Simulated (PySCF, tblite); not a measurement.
Compound: C₄H₆FNSi.
InChI=1S/C4H6FNSi/c1-3(7)4(5)2-6/h1,7H3/b4-3-

Computed with wB97X-D/def2-SVPD in PySCF (dipole) on a GFN2-xTB geometry, gas phase.

Take the most abundant isotopes and a rigid rotor. 

Q: What are A, B and C (MHz)?

A: Ia = 132.28, Ib = 349.74, Ic = 473.02 u·Å²; 505379 MHz·u·Å²/I gives A = 3820, B = 1445, C = 1068 MHz.

Q: What kind of rotor is it?

A: An asymmetric top: κ = (2 × 1445 − 3820 − 1068)/(3820 − 1068) = -0.73.

Q: What does the inertial defect say?

A: Not planar: Δ = Ic − Ia − Ib = -9.00 u·Å². For a rigid frame Δ = −2 Σ m c², so Σ m c² = 4.50 u·Å² lies off the ab plane, practically all of it from hydrogen. The atom farthest from that plane is 1.21 Å away.

Q: Give the other two planar moments, Paa and Pbb, and the rms extents of the mass along the axes.

A: Paa = Σ m a² = (Ib + Ic − Ia)/2 = 345.24 and Pbb = Σ m b² = (Ia + Ic − Ib)/2 = 127.78 u·Å². With the mass M = 115.03 u, the rms extents √(P/M) along a, b and c are 1.73, 1.05, 0.20 Å.

Q: List the rotational levels J(Ka,Kc) to J = 3 (cm⁻¹).

A: Above 0(0,0):
J = 1: 1(0,1) 0.0838, 1(1,1) 0.1631, 1(1,0) 0.1756
J = 2: 2(0,2) 0.2501, 2(1,2) 0.3182, 2(1,1) 0.3559, 2(2,1) 0.5936, 2(2,0) 0.5950
J = 3: 3(0,3) 0.4962, 3(1,3) 0.5500, 3(1,2) 0.6253, 3(2,2) 0.8451, 3(2,1) 0.8519, 3(3,1) 1.2735, 3(3,0) 1.2736
Those of J = 1 are B + C, A + C and A + B.

Q: Which types of transition are allowed, and where do some lines up to J = 5 fall?

A: The dipole components are |μa| = 3.68 D, |μb| = 1.41 D, |μc| = 0.00 D; the mirror of this Cs structure is the ab plane, so μc vanishes by symmetry and there are no c-type lines. The squared components, which scale the intensities, stand as 1.00 : 0.15 (a : b). Some lines, for components of 0.1 D or more:

```tsv
type	branch	J(Ka,Kc)	MHz	lower level (cm⁻¹)
b	R	5(2,3) ← 4(3,2)	823	1.611
a	R	1(0,1) ← 0(0,0)	2513	0.000
a	R	2(1,2) ← 1(1,1)	4650	0.163
b	R	1(1,1) ← 0(0,0)	4889	0.000
b	Q	4(1,3) ← 4(0,4)	4917	0.819
b	Q	5(1,4) ← 5(0,5)	6356	1.214
b	Q	3(2,1) ← 3(1,2)	6792	0.625
b	R	2(1,2) ← 1(0,1)	7026	0.084
a	R	4(2,2) ← 3(2,1)	10408	0.852
b	R	5(0,5) ← 4(1,4)	10687	0.858
b	R	4(1,4) ← 3(0,3)	10838	0.496
a	R	5(3,2) ← 4(3,1)	12740	1.612
b	Q	5(3,3) ← 5(2,4)	13156	1.595
b	R	3(3,0) ← 2(2,1)	20386	0.594
b	R	4(3,1) ← 3(2,2)	22991	0.845
b	R	5(4,1) ← 4(3,2)	30539	1.611
```

Q: Estimate the classical rotational partition function at 25 K, 100 K and 298.15 K.

A: Point group Cs, symmetry number σ = 1; q = (√π/σ)·√((kT/h)³/(ABC)), k/h = 20836.6 MHz/K: 8680 at 25 K, 69400 at 100 K, 357000 at 298.15 K.

Its GFN2-xTB frequencies are all real (lowest 54 cm⁻¹). Zero-point vibration and centrifugal distortion are left out. A rigid rotor knows nothing of internal rotation, which can split or shift real lines. Quadrupole hyperfine structure (14N) is left out.
